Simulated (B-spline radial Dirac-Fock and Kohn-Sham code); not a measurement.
The computed values come from a radial B-spline solver: Dirac-Fock densities.

Question: This computed X-ray form factor belongs to an atom or ion in its tabulated ground configuration. Which?

```
sin θ/λ (Å⁻¹)      f₀
         0.07  24.829
         0.15  24.230
         0.38  20.637
         0.96  10.161
         1.22   7.791
         1.95   5.213
         2.46   4.109
         3.11   2.910
         4.98   1.392
```

Answer: Kr¹¹⁺, with 25 electrons in [Ar] 3d7. f₀ tends to the number of electrons as s goes to zero, which the first rows give only roughly, and the rate of fall reflects the nuclear charge, 36.
